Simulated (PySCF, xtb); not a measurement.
C3H7BO3, SMILES COB1COCO1. Atoms are numbered in the order given.

```xyz
14

C     -2.6527     0.0081     0.2146
O     -1.5328     0.7168    -0.2402
B     -0.2765     0.2600    -0.1006
C      0.3139    -1.0635     0.5529
O      1.6609    -1.0091     0.1037
C      1.9683     0.3172    -0.1888
O      0.7849     0.9863    -0.5531
H     -3.1442     0.5664     1.0272
H     -2.3950    -0.9971     0.5884
H     -3.3749    -0.1032    -0.6089
H      0.2529    -1.0567     1.6622
H     -0.1349    -2.0102     0.2126
H      2.4086     0.8374     0.6885
H      2.6885     0.3412    -1.0225
```
Charge 0, spin multiplicity 1.

The structure is a stationary point at PBE0-D3(BJ)/def2-SVP. The structure was generated by enumeration, and PubChem lists no compound with its InChIKey, so it may never have been made. Other conformers were not sampled.

Method: PySCF with C-PCM-M06-2X/def2-SVP.

The values are the electrostatic part of the solvation free energy, E(continuum) − E(gas) at the gas-phase geometry, in a cavity of scaled van der Waals radii (PySCF's table); cavitation and dispersion terms are not included. In vacuum the orbital gap is 11.14 eV. The dipole moment in vacuum is 2.22 D.

Task: Estimate the values in water (ε = 78.36), ethylethanoate (ε = 5.99), dichloromethane (ε = 8.93). (The exact figures need the calculation; the answer reports its results.)

Result: 
| solvent | ε | ΔG(elec) (kcal/mol) | dipole (D) | gap (eV) |
|---|---|---|---|---|
| water | 78.36 | -6.1 | 2.77 | 11.25 |
| ethylethanoate | 5.99 | -5.1 | 2.67 | 11.23 |
| dichloromethane | 8.93 | -5.4 | 2.71 | 11.24 |

For comparison, GFN2-xTB/ALPB(water) (xtb, at the GFN2-xTB geometry, all terms of that model) gives -2.6 kcal/mol.
